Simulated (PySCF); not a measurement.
**Core-level binding energies of `CCCS(=O)(=O)O`**

C₃H₈O₃S.
SMILES with atom numbers: `[CH3:1][CH2:2][CH2:3][S:4](=[O:5])(=[O:6])[OH:7]`

Theory: delta-SCF UKS SCAN, pcX-2 on the ionised atom, pcseg-1 elsewhere, spin-free X2C in PySCF 2.14.0. Vertical ΔSCF values, vacuum level as zero.

**Question.** What binding energy does each computed site have?

**Answer.** 
| atom(s) | environment | level | binding energy (eV) | 2p1/2 (eV) | above the level's lowest (eV) | count |
| --- | --- | --- | --- | --- | --- | --- |
| S4 | sulfonyl sulfur | S 1s | 2483.69 | – | 0.00 | 1 |
| O7 | hydroxyl oxygen | O 1s | 539.89 | – | +1.85 | 1 |
| O5/O6 | sulfonyl oxygen | O 1s | 538.04 | – | 0.00 | 2 |
| C3 | sp3 carbon bound to sulfur | C 1s | 291.89 | – | +1.03 | 1 |
| C2 | chain CH2 carbon | C 1s | 291.38 | – | +0.52 | 1 |
| C1 | methyl carbon | C 1s | 290.86 | – | 0.00 | 1 |
| S4 | sulfonyl sulfur | S 2p3/2 | 174.71 | 175.95 | 0.00 | 1 |

The listed C 1s values span 1.03 eV, from C1 (bonded to C and 3 H) to C3 (bonded to S, C and 2 H). Summing the Pauling electronegativity differences to the bonded atoms, each weighted by its formal bond order, gives -1.05 for the lowest site and -0.67 for the highest; no listed site has a larger sum than the highest.

The listed O 1s values span 1.85 eV, from O5/O6 (bonded to S (double bond)) to O7 (bonded to S and H). Summing the Pauling electronegativity differences to the bonded atoms, each weighted by its formal bond order, gives -1.72 for the lowest site and -2.10 for the highest; the largest sum, -1.72, belongs to O5/O6, 1.85 eV below the top. The smallest sum, -2.10, belongs to O7, 1.85 eV above the lowest.

**Question.** What is the C 1s shift of C2 against C3?

**Answer.** 291.38 − 291.89 = -0.51 eV, or -49 kJ/mol.

One atom of each set of topologically equivalent atoms was ionised and stands for the set; in this conformer not all members are related by symmetry, and their own values weren't computed. Spin–orbit coupling isn't in the SCF: each 2p doublet comes from a relaxed spin-free hole plus a matrix of the shell (mean-field spin–orbit coupling and the ground-state 2p splitting), with 2p3/2 averaged over its two sublevels. 2p1/2 minus 2p3/2 (ligand field included): S 1.23 eV. Isolated species at its PBE0-D3(BJ)/def2-SVP geometry (one conformer only).

Conformer computed: `[CH3:1][CH2:2][CH2:3][S:4](=[O:5])(=[O:6])[OH:7]`: C1–C2–C3–S4 67°, C2–C3–S4–O5 -77°, H–O7–S4–C3 -110°.
